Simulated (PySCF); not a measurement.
Excitations are Tamm–Dancoff values on a coarser integration grid. The basis has no diffuse functions, so Rydberg states are missing or too high.

Species: H₂F₂Si₂, SMILES `F/[SiH]=[SiH]\F` (charge 0, multiplicity 1).

Task: What T1 excitation (TDA), brightest of the four lowest singlets (TDA) and S1 oscillator strength does PySCF with r2SCAN-D4/def2-TZVP give?

Result: 
* **T1 excitation (TDA)**: 1.36 eV
* **brightest of the four lowest singlets (TDA)**: 4.77 eV
* **S1 oscillator strength**: 0.042
